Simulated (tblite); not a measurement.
C6H11FO2Si.
SMILES with atom numbers: `[CH3:1]/[C:2](=[CH:3]/[F:4])[C@H:5]1[CH2:6][CH2:7][O:8][SiH2:9][O:10]1` (hydrogens: H11, H12, H13 on C1; H14 on C3; H15 on C5; H16, H17 on C6; H18, H19 on C7; H20, H21 on Si9)

Computed with GFN2-xTB (tblite), gas phase: L-BFGS steps from a force-field or distance-geometry start until the largest atomic force falls under 0.01 eV/Å.

The end geometry, which sets the zero of energy:
```
atom  x, y, z in Å
C1      2.1577   -0.3710    0.9920
C2      1.5273    0.4569   -0.0779
C3      2.2508    1.0788   -0.9943
F4      1.6881    1.8284   -1.9673
C5      0.0152    0.5399   -0.0919
C6     -0.5594   -0.5630   -0.9913
C7     -2.0819   -0.5014   -1.0254
O8     -2.6517   -0.6948    0.2403
Si9    -1.9665   -0.0888    1.5906
O10    -0.4727    0.4464    1.2202
H11     3.2411   -0.3457    0.9188
H12     1.8477    0.0039    1.9654
H13     1.8156   -1.4016    0.9141
H14     3.3264    1.0600   -1.0768
H15    -0.2833    1.5143   -0.5061
H16    -0.2577   -1.5327   -0.5905
H17    -0.1635   -0.4469   -1.9999
H18    -2.4033    0.4693   -1.4245
H19    -2.4769   -1.2908   -1.6745
H20    -1.8117   -1.1945    2.5213
H21    -2.7502    1.0501    2.0573
```

**Question.** These geometries come from the run, each turned onto the end geometry. Order them by energy, lowest first.
A.
```
atom  x, y, z in Å
C1      2.1610   -0.4112    0.9515
C2      1.5288    0.4574   -0.0858
C3      2.2544    1.1236   -0.9694
F4      1.6933    1.9052   -1.9166
C5      0.0162    0.5321   -0.1059
C6     -0.5650   -0.5978   -0.9645
C7     -2.0860   -0.5138   -1.0143
O8     -2.6732   -0.6404    0.2516
Si9    -1.9693   -0.0349    1.5928
O10    -0.4709    0.4790    1.2092
H11     3.2322   -0.2408    1.0059
H12     1.7066   -0.2024    1.9171
H13     1.9827   -1.4605    0.7195
H14     3.3311    1.1183   -1.0417
H15    -0.2855    1.4918   -0.5499
H16    -0.2801   -1.5549   -0.5231
H17    -0.1644   -0.5290   -1.9755
H18    -2.3876    0.4421   -1.4626
H19    -2.4828   -1.3271   -1.6313
H20    -1.8118   -1.1328    2.5355
H21    -2.7385    1.1128    2.0571
```
B.
```
atom  x, y, z in Å
C1      2.1670   -0.5306    0.8113
C2      1.5259    0.4723   -0.0935
C3      2.2485    1.2549   -0.8781
F4      1.6933    2.1538   -1.7170
C5      0.0135    0.5261   -0.1016
C6     -0.5429   -0.6479   -0.9162
C7     -2.0658   -0.6050   -0.9687
O8     -2.6476   -0.6793    0.3042
Si9    -2.0005    0.0950    1.5855
O10    -0.4620    0.4925    1.2213
H11     3.2093   -0.2859    0.9945
H12     1.6265   -0.5545    1.7539
H13     2.1173   -1.5241    0.3656
H14     3.3262    1.2628   -0.9439
H15    -0.3110    1.4680   -0.5643
H16    -0.2366   -1.5739   -0.4272
H17    -0.1392   -0.6155   -1.9284
H18    -2.3927    0.3191   -1.4629
H19    -2.4477   -1.4577   -1.5416
H20    -1.9274   -0.8689    2.6678
H21    -2.7631    1.3155    1.8390
```
C.
```
atom  x, y, z in Å
C1      2.2313   -0.6885    0.4946
C2      1.5226    0.4762   -0.1137
C3      2.1844    1.5298   -0.5622
F4      1.5730    2.6031   -1.0988
C5      0.0136    0.4224   -0.1193
C6     -0.5387   -0.8388   -0.7899
C7     -2.0529   -0.7356   -0.9414
O8     -2.7145   -0.4234    0.2534
Si9    -2.0265    0.3466    1.5149
O10    -0.4251    0.4642    1.2228
H11     3.2786   -0.4606    0.6630
H12     1.7565   -0.9234    1.4442
H13     2.1601   -1.5566   -0.1594
H14     3.2569    1.6532   -0.5443
H15    -0.3693    1.3081   -0.6418
H16    -0.3017   -1.6940   -0.1547
H17    -0.0816   -0.9763   -1.7696
H18    -2.2912    0.0343   -1.6870
H19    -2.4507   -1.6987   -1.2771
H20    -2.1191   -0.5053    2.6838
H21    -2.6147    1.6801    1.5821
```
D.
```
atom  x, y, z in Å
C1      2.3583   -0.6810    0.4820
C2      1.5083    0.4316   -0.0403
C3      2.0905    1.5164   -0.5270
F4      1.3887    2.5419   -1.0456
C5      0.0019    0.3473   -0.0227
C6     -0.5363   -0.8735   -0.7708
C7     -2.0450   -0.7275   -0.9626
O8     -2.7383   -0.4356    0.2226
Si9    -2.0997    0.3893    1.4814
O10    -0.4725    0.3502    1.3079
H11     3.3772   -0.3256    0.6140
H12     1.9753   -1.0423    1.4303
H13     2.3862   -1.5278   -0.2034
H14     3.1555    1.6887   -0.5874
H15    -0.3611    1.2523   -0.5253
H16    -0.3200   -1.7652   -0.1797
H17    -0.0458   -0.9539   -1.7432
H18    -2.2466    0.0679   -1.6893
H19    -2.4537   -1.6614   -1.3587
H20    -2.3972   -0.3654    2.6812
H21    -2.5346    1.7906    1.4361
```
E.
```
atom  x, y, z in Å
C1      2.4342   -0.6552    0.4212
C2      1.4734    0.4084   -0.0567
C3      1.9623    1.5267   -0.5983
F4      1.0814    2.5119   -1.0429
C5      0.0188    0.2233    0.1006
C6     -0.4899   -1.0069   -0.6627
C7     -1.9577   -0.6679   -0.9320
O8     -2.6986   -0.8300    0.2469
Si9    -2.0954    0.3029    1.3779
O10    -0.3988    0.0969    1.4225
H11     3.3975   -0.1464    0.6219
H12     2.0764   -1.0622    1.4159
H13     2.5093   -1.4853   -0.2943
H14     3.0252    1.7012   -0.7264
H15    -0.5448    1.0924   -0.3299
H16    -0.5018   -1.8941    0.0158
H17     0.0834   -1.1597   -1.5753
H18    -1.9747    0.4357   -1.1228
H19    -2.3678   -1.1762   -1.7941
H20    -2.7054    0.1541    2.7046
H21    -2.3358    1.6473    0.8077
```

**Answer.** A (0.003 eV), B (0.010 eV), C (0.053 eV), D (0.114 eV), E (1.228 eV).

In the order of the answer:

```
step  E above end (eV)  largest force (eV/Å)  rms force component (eV/Å)  rms distance from end (Å)  rms bond change (Å)  bond most changed (Å)
 152             0.003                  0.03                       0.011                      0.100                0.001         Si9–H20 +0.002
 123             0.010                  0.03                       0.011                      0.278                0.001          C5–O10 +0.003
  43             0.053                  0.12                       0.031                      0.625                0.003          C5–O10 +0.010
  25             0.114                  0.15                       0.059                      0.683                0.004          C5–O10 +0.010
   0             1.228                  2.14                       0.634                      0.827                0.032         Si9–O10 +0.080
```

What follows is the cost of the whole relaxation. The run took 3.1 s of wall time on one thread, Arm Neoverse N1 (aarch64), shared host.
